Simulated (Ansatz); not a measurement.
CH4BrNSn, relaxed with RKS PBE0-D4/def2-TZVP in Ansatz from a PBE-D4/def2-SVP geometry. The force threshold is 0.005 eV/Å; the program also tests the step.

Total charge 0; spin multiplicity 1. Sn: def2 effective core potential. The bonds changed during the relaxation, so this is another structure than the one it started from.

Start:

```xyz
8

Br   -1.228   -2.722    0.735
Sn   -1.975   -0.431   -0.336
C     0.955    1.212    0.307
N     0.285    0.137    0.142
H    -1.296   -0.853   -1.962
H     2.013    1.217    0.637
H     0.471    2.190    0.114
H     0.774   -0.750    0.363
```

How much energy does the relaxation release, and in how many steps? (An estimate is asked.)

Computed: 0.05 eV, in 14 steps, 2 of them rejected.

Which bonds change most? (An estimate is asked.)

Ansatz gave: Sn2–N4 from 2.378 to 2.335 Å; Br1–Sn2 from 2.637 to 2.595 Å; Sn2–H5 from 1.811 to 1.778 Å; C3–H7 from 1.108 to 1.089 Å.

Give the relaxed structure. (Estimate.)

Computed: 
```xyz
8

Br   -1.325   -2.625    0.803
Sn   -1.907   -0.386   -0.372
C     0.929    1.196    0.332
N     0.325    0.116    0.094
H    -1.260   -0.935   -1.935
H     1.980    1.233    0.618
H     0.387    2.137    0.251
H     0.872   -0.737    0.208
```
